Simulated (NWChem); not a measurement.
# CH$_{4}$O$_{2}$Sn, singlet; SMILES C[O][Sn][OH]

```xyz
8

Sn     0.3273    -0.5600     0.0762
O     -1.6585    -0.5981    -0.1551
H     -2.1017     0.2530    -0.2573
O      0.5632     1.4322     0.1148
C     -0.4006     2.4305     0.0641
H     -1.3957     2.1132     0.4421
H     -0.0905     3.2934     0.6815
H     -0.5508     2.8084    -0.9663
```
Atoms are numbered in this order, from 1.

Level: PBE0/def2-SVP with def2 effective core potentials on Sn (NWChem), optimised geometry, unscaled harmonic frequencies. Low-valent species are run as closed-shell singlets; no triplet was tried in these runs. def2 effective core potentials on Sn; no spin-orbit coupling.

List the harmonic frequencies with IR intensities, and the thermochemistry.


```csv
frequency (cm⁻¹),IR intensity (km/mol)
55,0.5
132,5.6
166,6.9
250,19.4
374,131.4
514,74.1
602,91.6
690,61.0
1155,165.4
1171,1.3
1194,80.3
1467,16.2
1468,22.6
1475,5.8
2968,103.1
3041,70.0
3078,44.3
3881,41.0
```

```
Item                                                                               Result
-----------------------------------------------------------------------  ----------------
zero-point energy                                                           33.8 kcal/mol
thermal correction to the enthalpy at 298.15 K (with zero-point energy)     38.4 kcal/mol
heat capacity Cv                                                         19.0 cal/(mol K)
entropy at 298.15 K and 1 atm (symmetry number 1)                        82.0 cal/(mol K)
```

Rigid rotor and harmonic oscillator; modes under 100 cm⁻¹ make the entropy uncertain.
